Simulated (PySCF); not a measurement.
In(Et)(OH)2 (C₂H₇InO₂), SMILES C[CH2][In]([OH])[OH]. Atoms are numbered in the order given.

```xyz
12

In     0.1586     0.1267     0.2225
C     -0.3826    -1.6086    -0.9742
C     -1.4216    -1.3469    -2.0634
H     -0.7270    -2.3629    -0.2495
H      0.5668    -1.9791    -1.3913
H     -1.0761    -0.5980    -2.7942
H     -2.3752    -0.9833    -1.6477
H     -1.6458    -2.2692    -2.6273
O      1.5074     0.0546     1.7105
H      1.6093     0.9256     2.1204
O     -0.5223     2.0256     0.1030
H     -1.1811     2.1497    -0.5938
```

Geometry: B3LYP-D3(BJ)/def2-SVP. The structure was generated by enumeration; whether it is a known compound was not checked. The def2 effective core potentials stand for the cores of In; spin–orbit coupling is left out. One conformer was computed; it need not be the lowest.

All values below come from PBE/def2-TZVP run with PySCF.

ESP charges are fitted to the potential on shells at 1.4 to 2.0 van der Waals radii. Atomic charges (e):

```tsv
atom	Löwdin	ESP fit
In1	0.41	0.84
C2	-0.44	-0.15
C3	-0.34	-0.37
H4	?	0.07
H5	?	0.07
H6	?	0.09
H7	?	0.09
H8	?	0.12
O9	?	-0.79
H10	0.16	0.42
O11	?	-0.75
H12	0.15	0.35
```

### Question
Complete the blanks. (The exact figures need the calculation; the answer reports its results.)

### Answer

- H4, Löwdin: 0.15
- H5, Löwdin: 0.15
- H6, Löwdin: 0.13
- H7, Löwdin: 0.13
- H8, Löwdin: 0.12
- O9, Löwdin: -0.31
- O11, Löwdin: -0.31
